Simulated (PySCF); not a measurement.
**Ru²⁺: interval between two levels**

Ru²⁺ [Kr] 4d6 [5D4, M_J = 4] → Ru²⁺ [Kr] 4d5 5s1 [7S3, M_J = 3], as a difference of total energies. Computed with PySCF 2.14 in x2c-TZVPall-2c, with the two-component X2C-1e Hamiltonian. Correlated levels: [Ar] 3d10 frozen; the 6 highest virtual spinors dropped. "Screened" scales the spin-orbit matrix elements by Boettger's factors to mimic the two-electron term; Breit and QED terms are absent.

| method | interval between two levels (cm⁻¹) |
| --- | --- |
| GHF (spin-free) | 20215 |
| GMP2 (spin-free) | 22138 |
| GHF (screened spin-orbit) | 21234 |
| GMP2 (screened spin-orbit) | 23253 |

The labels give the starting determinants; with spin-orbit coupling the two ends relaxed to ⟨J²⟩ = 20.01, ⟨L²⟩ = 6.08, ⟨S²⟩ = 5.97 and ⟨J²⟩ = 12.00, ⟨L²⟩ = 0.02, ⟨S²⟩ = 11.98.
